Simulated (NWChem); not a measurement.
System: C$_{4}$H$_{6}$Si; SMILES [SiH3]C#CC=C

Computed with NWChem. Geometry: optimised at PBE0/def2-SVP. Level: PBE0/def2-SVP with SMD, gas-phase geometry; reactions with the solvents are ignored.

```csv
SMD term (kcal/mol),water,toluene
distortion of the solute's density,0.59,0.16
polarisation,-3.72,-1.87
"cavity, dispersion and structure",5.16,-0.71
```

Q: Sum the solvation free energies, find the transfer free energy from water to toluene and the partition coefficient at 298.15 K.

A: 
1. ΔG(solv, water) = 2.03 kcal/mol and ΔG(solv, toluene) = -2.42 kcal/mol (1 M gas to 1 M solution).
2. Transfer: -2.42 − (2.03) = -4.45 kcal/mol.
3. log₁₀ K(toluene/water) = −ΔG/(RT ln 10) = 4.45/1.364 = 3.3, so the model puts more of the solute in toluene.
4. Of the transfer energy, 1.42 kcal/mol is electrostatic and -5.87 comes from the non-electrostatic term. The two phases are taken as the pure solvents.
